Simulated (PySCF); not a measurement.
Basis and Hamiltonian dependence of the ionisation energy of Fe+

Fe+ [Ar] 3d6 4s1 (6D) → Fe(2+) [Ar] 3d6 (5D). Calculated with PySCF 2.14 from differences of total energies of unrestricted determinants, without spin-orbit coupling. Values in eV.

| basis | Hamiltonian | functions | UHF | LDA | PBE0 | MP2 (valence) | CCSD(T) (valence) | CCSD(T) (valence and next inner shell) |
| --- | --- | --- | --- | --- | --- | --- | --- | --- |
| x2c-SVPall | spin-free X2C | 36 | 15.261 | n/a | n/a | 15.532 | n/a | n/a |
| cc-pVDZ | non-relativistic | 43 | 15.147 | n/a | 16.269 | 15.643 | n/a | n/a |
| jorge-DZP-DKH | spin-free X2C | 43 | 15.250 | n/a | n/a | 15.573 | n/a | n/a |
| def2-TZVP | non-relativistic | 45 | 15.119 | 16.856 | 16.283 | 15.547 | n/a | n/a |
| x2c-TZVPall | spin-free X2C | 48 | 15.304 | n/a | n/a | 15.759 | n/a | n/a |
| pcseg-2 | non-relativistic | 56 | 15.132 | n/a | n/a | 15.690 | n/a | n/a |
| aug-cc-pVDZ-DK | spin-free X2C | 59 | 15.333 | 17.028 | 16.484 | 15.891 | 15.946 | n/a |
| aug-cc-pVDZ | non-relativistic | 59 | 15.146 | 16.806 | 16.272 | 15.685 | 15.740 | n/a |
| x2c-TZVPPall | spin-free X2C | 64 | 15.303 | 17.087 | 16.500 | 15.858 | 15.899 | 16.111 |
| def2-TZVPPD | non-relativistic | 67 | 15.115 | 16.857 | 16.282 | 15.651 | 15.692 | 15.900 |
| x2c-TZVPPall with one added diffuse shell each of s, p, d, f type | spin-free X2C | 80 | 15.302 | 17.087 | 16.499 | 15.888 | 15.943 | 16.156 |
| dyall-ae2z | spin-free X2C | 92 | 15.307 | n/a | n/a | n/a | n/a | 16.116 |
| x2c-QZVPPall | spin-free X2C | 103 | 15.294 | 17.093 | 16.509 | 15.908 | n/a | n/a |
| aug-cc-pVTZ with one added diffuse shell each of s, p, d, f, g type | non-relativistic | 118 | 15.114 | 16.895 | 16.310 | 15.715 | n/a | n/a |

Frozen in the all-electron rows: valence: [Ar]; valence and next inner shell: [Ne].

Non-relativistic rows lack the scalar-relativistic shift.

Between the lowest levels the reference is 16.199 eV (measured; NIST Atomic Spectra Database, ionization energies); it includes spin-orbit coupling, which these numbers lack.
